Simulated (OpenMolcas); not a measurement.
**Multiconfigurational calculation on Fe3+**

Fe3+ among 3 point charges of -1.5 e arranged as a planar triangle (D3h), 2.12 Å from the ion.

Input:

```
&GATEWAY
Coord
1

Fe 0.0 0.0 0.0
Basis=ANO-RCC-VTZP
Group=NoSym
NoMove
AngMom=0.0 0.0 0.0
AMFI
XField
3 Angstrom 0
2.120000 0.000000 0.000000 -1.500000
-1.060000 1.835974 0.000000 -1.500000
-1.060000 -1.835974 0.000000 -1.500000
&SEWARD
* reference wave functions (RASSCF and RASSI steps not shown): 5 electrons in 5 orbitals (3d)
>>> COPY JOB001 $Project.JobIph
&CASPT2
Multistate=1 1
Frozen=5
IPEA=0.25
Imaginary=0.1
MaxIter=60
WThr=0.0 0.3 0.05
PrWF=0.5
NoMix
>>> COPY JOB002 $Project.JobIph
&CASPT2
Multistate=24 1 2 3 4 5 6 7 8 9 10 11 12 13 14 15 16 17 18 19 20 21 22
23 24
NoMult
Frozen=5
IPEA=0.25
Imaginary=0.1
MaxIter=60
WThr=0.0 0.3 0.05
PrWF=0.5
NoMix
>>> COPY JOB003 $Project.JobIph
&CASPT2
Multistate=75 1 2 3 4 5 6 7 8 9 10 11 12 13 14 15 16 17 18 19 20 21 22
23 24 25 26 27 28 29 30 31 32 33 34 35 36 37 38 39 40 41 42 43 44 45 46
47 48 49 50 51 52 53 54 55 56 57 58 59 60 61 62 63 64 65 66 67 68 69 70
71 72 73 74 75
NoMult
Frozen=5
IPEA=0.25
Imaginary=0.1
MaxIter=60
WThr=0.0 0.3 0.05
PrWF=0.5
NoMix
```

Launched by
```bash
OMP_NUM_THREADS=1 MOLCAS_MEM=1689 MOLCAS_PROJECT=a pymolcas a.inp > a.log  # once for each step of the input, in one work folder
```

Output, cut to the results:

```
--- CASPT2 ---
Orbital specifications:
      -----------------------

      Symmetry species                           1
                                                 a
      Frozen orbitals                            5
      Inactive orbitals                          4
      Active orbitals                            5
      Secondary orbitals                        45
      Deleted orbitals                           0
      Number of basis functions                 59
Type of calculation                        SS-CASPT2
      Fock operator                              state-specific
      IPEA shift                                 0.25
      Real shift                                 0.00
      Imaginary shift                            0.10
      The input orbitals will be transformed to quasi-canonical
Reference energy:       -1272.8573061208
      E2 (Non-variational):      -0.3739450573
      Shift correction:          -0.0000661761
      E2 (Variational):          -0.3740112334
      Total energy:           -1273.2313173542
      Residual norm:              0.0000001337
      Reference weight:           0.95756
      Contributions to the CASPT2 correlation energy
      Active & Virtual Only:         -0.0730218271
      One Inactive Excited:          -0.1970851095
      Two Inactive Excited:          -0.1038381207
::    CASPT2 Root  1     Total energy:  -1273.23131735
--- CASPT2 ---
Orbital specifications:
      -----------------------

      Symmetry species                           1
                                                 a
      Frozen orbitals                            5
      Inactive orbitals                          4
      Active orbitals                            5
      Secondary orbitals                        45
      Deleted orbitals                           0
      Number of basis functions                 59
Type of calculation                        SS-CASPT2
      Fock operator                              state-specific
      IPEA shift                                 0.25
      Real shift                                 0.00
      Imaginary shift                            0.10
      The input orbitals will be transformed to quasi-canonical
Reference energy:       -1272.6906304713
      E2 (Non-variational):      -0.3917363749
      Shift correction:          -0.0000763832
      E2 (Variational):          -0.3918127581
      Total energy:           -1273.0824432295
      Residual norm:              0.0000003702
      Reference weight:           0.95440
      Contributions to the CASPT2 correlation energy
      Active & Virtual Only:         -0.0826288019
      One Inactive Excited:          -0.2059783104
      Two Inactive Excited:          -0.1031292626
Reference energy:       -1272.6906226237
      E2 (Non-variational):      -0.3917484618
      Shift correction:          -0.0000765958
      E2 (Variational):          -0.3918250576
      Total energy:           -1273.0824476813
      Residual norm:              0.0000003702
      Reference weight:           0.95438
      Contributions to the CASPT2 correlation energy
      Active & Virtual Only:         -0.0826428157
      One Inactive Excited:          -0.2059760850
      Two Inactive Excited:          -0.1031295611
::    CASPT2 Root  1     Total energy:  -1273.08244323
::    CASPT2 Root  2     Total energy:  -1273.08244768
::    CASPT2 Root  3     Total energy:  -1273.08209428
::    CASPT2 Root  4     Total energy:  -1273.08214053
::    CASPT2 Root  5     Total energy:  -1273.08092335
::    CASPT2 Root  6     Total energy:  -1273.08092351
::    CASPT2 Root  7     Total energy:  -1273.07977402
::    CASPT2 Root  8     Total energy:  -1273.07859659
::    CASPT2 Root  9     Total energy:  -1273.07865526
::    CASPT2 Root 10     Total energy:  -1273.06894254
::    CASPT2 Root 11     Total energy:  -1273.06894247
::    CASPT2 Root 12     Total energy:  -1273.06164484
::    CASPT2 Root 13     Total energy:  -1273.05350330
::    CASPT2 Root 14     Total energy:  -1273.05356456
::    CASPT2 Root 15     Total energy:  -1273.04670187
::    CASPT2 Root 16     Total energy:  -1273.04182775
::    CASPT2 Root 17     Total energy:  -1273.04182795
::    CASPT2 Root 18     Total energy:  -1272.98248097
::    CASPT2 Root 19     Total energy:  -1272.97860738
::    CASPT2 Root 20     Total energy:  -1272.97860727
::    CASPT2 Root 21     Total energy:  -1272.97706333
::    CASPT2 Root 22     Total energy:  -1272.97711310
::    CASPT2 Root 23     Total energy:  -1272.97344148
::    CASPT2 Root 24     Total energy:  -1272.97334554
--- CASPT2 ---
Orbital specifications:
      -----------------------

      Symmetry species                           1
                                                 a
      Frozen orbitals                            5
      Inactive orbitals                          4
      Active orbitals                            5
      Secondary orbitals                        45
      Deleted orbitals                           0
      Number of basis functions                 59
Type of calculation                        SS-CASPT2
      Fock operator                              state-specific
      IPEA shift                                 0.25
      Real shift                                 0.00
      Imaginary shift                            0.10
      The input orbitals will be transformed to quasi-canonical
Reference energy:       -1272.6177162189
      E2 (Non-variational):      -0.3932239863
      Shift correction:          -0.0000760992
      E2 (Variational):          -0.3933000856
      Total energy:           -1273.0110163044
      Residual norm:              0.0000001696
      Reference weight:           0.95446
      Contributions to the CASPT2 correlation energy
      Active & Virtual Only:         -0.0816491861
      One Inactive Excited:          -0.2153802452
      Two Inactive Excited:          -0.0961945550
Reference energy:       -1272.6177162187
...
```

Spin-orbit levels above the lowest (labels of D3, the rotations of D3h), with the averaged single-state CASPT2 energies on the diagonal:

```csv
E (cm-1),Degeneracy,Label,2S+1,g
0,2,E1/2,6,2.00 6.01 6.01
0,2,E3/2,6,0.00 0.00 6.01
0,2,E1/2,6,0.00 0.00 10.01
32580,2,E3/2,4,0.00 0.00 0.06
32630,2,E1/2,4,0.08 0.08 4.11
32640,2,E1/2,4,0.03 0.03 2.00
32690,2,E1/2,4,0.09 0.09 8.10
32710,2,E3/2,4,0.00 0.00 1.94
32750,2,E3/2,4,0.00 0.00 11.99
32780,2,E1/2,4,0.02 0.02 5.89
32850,2,E1/2,4,0.00 0.00 9.89
32940,2,E1/2,4,1.76 1.76 3.65
32980,2,E1/2,4,0.35 2.50 2.50
33020,2,E3/2,4,0.00 0.00 4.01
33070,2,E1/2,4,0.00 0.00 8.00
33260,2,E1/2,4,2.00 4.77 4.77
33270,2,E3/2,4,0.00 0.00 5.99
33490,2,E1/2,4,0.00 0.00 2.00
33520,2,E1/2,4,0.00 0.00 14.00
33520,2,E1/2,4,0.00 0.00 6.01
```

Roots that are degenerate in the reference are averaged as groups; the widest CASPT2 spread within a group is 21 cm-1 (the 2-fold group of multiplicity 4 near 56600 cm-1 above the lowest state of its run). Shifts and gaps below about the spread of the groups concerned are not significant. Free-ion shares, where given, are those of the reference states; single-state CASPT2 does not remix them. This is an electrostatic model: the charges have no orbitals. No measured value stands beside these numbers.

The CASPT2 steps took 23 s on 1 thread of Arm Neoverse V1 (shared host); the integral step is not counted.
